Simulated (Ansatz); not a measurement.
One change: `B[CH](F)[GeH3]` becomes `B[CH]([GeH3])Br`.

Ansatz, PBE0-D4/def2-TZVP geometries, multiplicity 1. 

Scalar relativity is left out up to krypton.

```
                               property  `B[CH](F)[GeH3]`
     LUMO energy (PBE0/def2-TZVPP) / eV             -1.19
  HOMO–LUMO gap (B3LYP/def2-TZVPP) / eV              6.53
HOMO–LUMO gap (ωB97M-V/def2-TZVPP) / eV             11.03
   HOMO–LUMO gap (PBE0/def2-TZVPP) / eV              6.96
    LUMO energy (B3LYP/def2-TZVPP) / eV             -1.41
  HOMO energy (ωB97M-V/def2-TZVPP) / eV            -10.35
```

Task: What does the change do to each property? (Best estimate.)

Result: The calculation gave: 
```tsv
property	`B[CH]([GeH3])Br`	shift
LUMO energy (PBE0/def2-TZVPP) / eV	-1.71	-0.52
HOMO–LUMO gap (B3LYP/def2-TZVPP) / eV	5.47	-1.06
HOMO–LUMO gap (ωB97M-V/def2-TZVPP) / eV	10.00	-1.03
HOMO–LUMO gap (PBE0/def2-TZVPP) / eV	5.91	-1.05
LUMO energy (B3LYP/def2-TZVPP) / eV	-1.92	-0.51
HOMO energy (ωB97M-V/def2-TZVPP) / eV	-9.81	0.54
```

With PBE0 the HOMO rises by 0.52 eV and the LUMO falls by 0.52 eV, so the gap narrows by about 1.04 eV. PBE moves the HOMO by 0.43 eV and ωB97M-V by 0.54 eV.

B3LYP here is the variant with VWN-RPA as its local correlation; programs differ in this.

Spin–orbit coupling is left out; it splits and shifts lone-pair levels of the heavy atoms by tenths of an eV.
